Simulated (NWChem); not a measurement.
System: SbH2 cation

NWChem printed, in part:

```
             Northwest Computational Chemistry Package (NWChem) 7.3.0
             --------------------------------------------------------

 C2V symmetry detected

                             Geometry "geometry" -> ""
                             -------------------------

 Output coordinates in angstroms (scale by  1.889725989 to convert to a.u.)

  No.       Tag          Charge          X              Y              Z
 ---- ---------------- ---------- -------------- -------------- --------------
    1 Sb                  51.0000     0.00000000     0.00000000    -0.04656408
    2 H                    1.0000     0.00000000     1.22127600     1.18738392
    3 H                    1.0000     0.00000000    -1.22127600     1.18738392

 Effective nuclear repulsion energy (a.u.)      31.3065567436

      Symmetry information
      --------------------

 Group name             C2v
 Group number             16
 Group order               4
 No. of unique centers     2

                                 NWChem DFT Module
                                 -----------------

 Summary of "ao basis" -> "ao basis" (spherical)
 ------------------------------------------------------------------------------
       Tag                 Description            Shells   Functions and Types
 ---------------- ------------------------------  ------  ---------------------
 Sb                         def2-svp                10       26   4s4p2d
 H                          def2-svp                 3        5   2s1p

      Symmetry analysis of basis
      --------------------------

        a1         16
        a2          3
        b1          7
        b2         10

            General Information
            -------------------
          SCF calculation type: DFT
          Wavefunction type:  closed shell.
          No. of atoms     :     3
          No. of electrons :    24
           Alpha electrons :    12
            Beta electrons :    12
          Charge           :     1
          Spin multiplicity:     1
          Use of symmetry is: on ; symmetry adaption is: on
          Maximum number of iterations: 150
          AO basis - number of functions:    36
                     number of shells:    16
          Convergence on energy requested:  1.00D-06
          Convergence on density requested:  1.00D-05
          Convergence on gradient requested:  5.00D-04

              XC Information
              --------------
                       M06-2X Method XC Functional
                     Hartree-Fock (Exact) Exchange  0.540
                        M06-2X Exchange Functional  1.000
                      M06-2X Correlation Potential  1.000

             Grid Information
             ----------------
          Grid used for XC integration:  fine
          Radial quadrature: Mura-Knowles
          Angular quadrature: Lebedev.
          Tag              B.-S. Rad. Rad. Pts. Rad. Cut. Ang. Pts.
          ---              ---------- --------- --------- ---------
          Sb                  1.45      141           8.0       974
          H                   0.35       60           8.0       590
          Grid pruning is: on
          Number of quadrature shells:   201
          Spatial weights used:  Erf1

      Superposition of Atomic Density Guess
      -------------------------------------

 Sum of atomic energies:        -278.61087238

 Renormalizing density from      25.00 to     24

      Non-variational initial energy
      ------------------------------

 Total energy =    -237.428596
 1-e energy   =    -430.752764
 2-e energy   =     179.086580
 HOMO         =      -0.671861
 LUMO         =      -0.528772

      Symmetry analysis of molecular orbitals - initial
      -------------------------------------------------

  Numbering of irreducible representations:

     1 a1          2 a2          3 b1          4 b2

  Orbital symmetries:

     1 a1          2 a1          3 b2          4 b1          5 b2
     6 a1          7 a1          8 b1          9 a2         10 a1
    11 b2         12 a1         13 b1         14 b2         15 a1
    16 a1         17 b2         18 a1         19 a1         20 b1
    21 a2         22 b1

     ---------------------------------------------
      Total Density - Mulliken Population Analysis
     ---------------------------------------------

    Atom       Charge   Shell Charges
 -----------   ------   -------------------------------------------------------
    1 Sb  23    22.35   2.11 -0.06  1.54  0.30  2.94  3.11  1.67  0.69  9.95  0.11
    2 H    1     0.83   0.55  0.26  0.01
    3 H    1     0.83   0.55  0.26  0.01

   convergence    iter        energy       DeltaE   RMS-Dens  Diis-err
 ---------------- ----- ----------------- --------- --------- ---------
 d= 0,ls=0.0,diis     1   -240.9463664333 -2.55D+02  2.84D-02  8.07D-01
 d= 0,ls=0.0,diis     2   -240.9916469438 -4.53D-02  1.01D-02  1.26D-01
 d= 0,ls=0.0,diis     3   -241.0023759709 -1.07D-02  5.61D-04  3.75D-04
 d= 0,ls=0.0,diis     4   -241.0024579904 -8.20D-05  1.86D-04  1.37D-05
 d= 0,ls=0.0,diis     5   -241.0024620119 -4.02D-06  2.78D-05  4.45D-07
 d= 0,ls=0.0,diis     6   -241.0024621383 -1.26D-07  5.76D-06  1.40D-08

         Total DFT energy =     -241.002462138319
      One electron energy =     -441.793556396286
           Coulomb energy =      206.299243939719
    Exchange-Corr. energy =      -19.745737648056
 Nuclear repulsion energy =       14.237587966304

 Numeric. integr. density =       23.999998401779

                  Occupations of the irreducible representations
                  ----------------------------------------------

                     irrep           alpha         beta
                     --------     --------     --------
                     a1                6.0          6.0
                     a2                1.0          1.0
                     b1                2.0          2.0
                     b2                3.0          3.0

                       DFT Final Molecular Orbital Analysis
                       ------------------------------------

 Vector   10  Occ=2.000000D+00  E=-8.916556D-01  Symmetry=a1
              MO Center= -3.0D-17,  2.3D-16,  3.3D-01, r^2= 1.7D+00
   Bfn.  Coefficient  Atom+Function         Bfn.  Coefficient  Atom+Function
  ----- ------------  ---------------      ----- ------------  ---------------
     3      0.821362  1 Sb s                  1     -0.377074  1 Sb s
     2     -0.245176  1 Sb s                  4      0.222720  1 Sb s
    27      0.165011  2 H  s                 32      0.165011  3 H  s
    13      0.085987  1 Sb pz                10     -0.033899  1 Sb pz
    28      0.030892  2 H  s                 33      0.030892  3 H  s

 Vector   11  Occ=2.000000D+00  E=-6.394340D-01  Symmetry=b2
              MO Center=  6.7D-17, -3.5D-15,  6.9D-01, r^2= 2.3D+00
   Bfn.  Coefficient  Atom+Function         Bfn.  Coefficient  Atom+Function
  ----- ------------  ---------------      ----- ------------  ---------------
    12      0.454156  1 Sb py                27      0.305210  2 H  s
    32     -0.305210  3 H  s                 15      0.180373  1 Sb py
     9     -0.162598  1 Sb py                28      0.151227  2 H  s
    33     -0.151227  3 H  s                  6     -0.132482  1 Sb py
    18     -0.104765  1 Sb d -1              23      0.088377  1 Sb d -1

 Vector   12  Occ=2.000000D+00  E=-5.905656D-01  Symmetry=a1
              MO Center= -1.5D-16,  5.9D-16, -4.9D-03, r^2= 2.5D+00
   Bfn.  Coefficient  Atom+Function         Bfn.  Coefficient  Atom+Function
  ----- ------------  ---------------      ----- ------------  ---------------
    13      0.515074  1 Sb pz                 3     -0.414689  1 Sb s
    16      0.252395  1 Sb pz                27      0.224869  2 H  s
    32      0.224869  3 H  s                  4     -0.192200  1 Sb s
    10     -0.181533  1 Sb pz                 1      0.168885  1 Sb s
     7     -0.147386  1 Sb pz                28      0.121749  2 H  s

 Vector   13  Occ=0.000000D+00  E=-3.665491D-01  Symmetry=b1
              MO Center= -3.1D-14, -9.9D-16, -5.2D-03, r^2= 2.6D+00
   Bfn.  Coefficient  Atom+Function         Bfn.  Coefficient  Atom+Function
  ----- ------------  ---------------      ----- ------------  ---------------
    11      0.601374  1 Sb px                14      0.540306  1 Sb px
     8     -0.216148  1 Sb px                 5     -0.175751  1 Sb px
    25     -0.031422  1 Sb d  1

 Vector   14  Occ=0.000000D+00  E=-2.048211D-01  Symmetry=b2
              MO Center= -3.0D-16, -1.1D-15,  7.2D-02, r^2= 3.7D+00
   Bfn.  Coefficient  Atom+Function         Bfn.  Coefficient  Atom+Function
  ----- ------------  ---------------      ----- ------------  ---------------
    15      0.897374  1 Sb py                28     -0.661146  2 H  s
    33      0.661146  3 H  s                 12      0.424490  1 Sb py
    27     -0.240381  2 H  s                 32      0.240381  3 H  s
    18      0.149861  1 Sb d -1               9     -0.147992  1 Sb py
    23     -0.141793  1 Sb d -1               6     -0.118693  1 Sb py

[...]

                         DFT ENERGY GRADIENTS

    atom               coordinates                        gradient
                 x          y          z           x          y          z
   1 Sb      0.000000   0.000000  -0.087993    0.000000   0.000000  -0.012137
   2 H       0.000000   2.307877   2.243830    0.000000   0.004314   0.006068
   3 H       0.000000  -2.307877   2.243830    0.000000  -0.004314   0.006068
```

Level: M06-2X/def2-SVP with def2 effective core potentials on Sb. Coordinates come from a PBE-D3(BJ)/def2-SVP optimisation. def2 effective core potentials on Sb; no spin-orbit coupling.

**Question.** Write an input that gives this output.

**Answer.** This is not unique; one that fits is the input that was run:
```
start job
memory heap 200 mb stack 900 mb global 1100 mb
charge 1
geometry units angstroms noautoz
  Sb     0.000000     0.000000     0.059195
  H      1.221276     0.000000    -1.174753
  H     -1.221276     0.000000    -1.174753
end
basis spherical
  Sb library def2-svp
  H library def2-svp
end
ecp
  Sb library def2-ecp
end
dft
  xc m06-2x
  grid fine
  iterations 150
  mulliken
end
task dft gradient
```
